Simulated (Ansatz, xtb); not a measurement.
Relative energy of two isomers of C4H8BFO

Structure a: `B[C@@H]1CC[C@@H](F)O1`, a singlet. Structure b: `B[C@@H]1CO[C@H](F)C1`, a singlet. Both are isolated molecules in the gas phase, relaxed with B3LYP/def2-SVP; the shapes shown needn't be the lowest conformers.

a (Å):

```csv
atom,x (Å),y (Å),z (Å)
C,-0.8203,-0.1971,-0.1276
C,0.6704,-0.1769,0.3102
C,1.3663,0.5280,-0.8759
C,0.2007,1.0538,-1.7342
B,-1.8611,-0.2514,1.0295
F,0.0802,0.2504,-2.8660
O,-0.9399,0.9638,-0.9683
H,-2.6911,0.6073,1.1834
H,-1.8201,-1.1938,1.7828
H,-0.9799,-1.1062,-0.7507
H,0.8008,0.4051,1.2361
H,1.0525,-1.1896,0.5000
H,2.0116,1.3536,-0.5428
H,1.9769,-0.1576,-1.4803
H,0.3034,2.0901,-2.0923
```

b (Å):

```xyz
15

C    -0.5549   -0.2063   -0.9242
C     0.4969   -1.1257   -0.2771
C     1.0500    1.0694    0.1356
C     0.3030    1.0549   -1.1861
B    -1.7899    0.1483   -0.0068
F     0.1226    1.5070    1.1123
O     1.4081   -0.2287    0.3979
H    -2.0823   -0.5314    0.9468
H    -2.5196    1.0561   -0.3262
H    -0.9517   -0.6289   -1.8666
H     0.0744   -1.8235    0.4616
H     1.0767   -1.7046   -1.0177
H     1.9254    1.7286    0.2274
H    -0.2728    1.9743   -1.3580
H     1.0149    0.9135   -2.0164
```

Energies in hartree; the thermal terms are from GFN2-xTB frequencies at re-optimised GFN2-xTB minima (ideal gas, soft modes damped towards free rotors, one conformer each, 298.15 K, 1 atm) and include the zero-point energy:

|  | a | b |
| --- | --- | --- |
| E, CCSD(T)/def2-SVP | −355.901686 | −355.907431 |
| E, MP2/def2-SVP | −355.808535 | −355.814654 |
| E, MP2/def2-TZVPP | −356.478786 | −356.481979 |
| zero-point energy | 0.115750 | 0.115761 |
| H(298 K) − E | 0.123945 | 0.123894 |
| G(298 K) − E | 0.084321 | 0.084449 |

Correct the CCSD(T) difference for the basis set by the MP2 change, then work out ΔE, ΔE₀, ΔH and ΔG for a → b in kJ/mol (1 Eh = 2625.50 kJ/mol) and the equilibrium ratio [b]/[a].

1. Differences b − a: CCSD(T) −0.005745, MP2 in the small set −0.006119, MP2 in the large set −0.003193 Eh.
2. ΔE = −0.005745 + (−0.003193 − (−0.006119)) = −0.002819 Eh = −7.40 kJ/mol.
3. ΔE₀ = ΔE + ΔZPE = −0.002819 + (+0.000011) Eh = −7.37 kJ/mol.
4. ΔH = ΔE + (−0.000051) Eh = −7.54 kJ/mol.
5. ΔG = ΔE + (+0.000128) Eh = −7.07 kJ/mol, so ΔS = (ΔH − ΔG)/T = −1.6 J/(mol K).
6. kT = 0.9442 mEh, so K = [b]/[a] = exp(−ΔG/kT) = exp(+2.85) ≈ 17.

Structure b is favoured at this temperature. An error of 4 kJ/mol in ΔG would change K by a factor of 5. HF/STO-3G gave ΔE the other sign. Mirror images and further conformers aren't counted.

As drawn, both hold the same kinds of bond in the same numbers.

Other levels gave ΔE = +1.7 (GFN2-xTB); +7.3 (HF/STO-3G, GFN2-xTB geometries); −7.5 (r2SCAN-D4/def2-SVP, GFN2-xTB geometries); −6.1 (B3LYP/def2-SVP); −4.2 (HF/def2-SVP); −16.1 (MP2/def2-SVP); −15.1 (CCSD(T)/def2-SVP) kJ/mol. The correlated steps freeze 7 core orbitals. Programs: Ansatz 0.2.0, xtb 6.7.1.
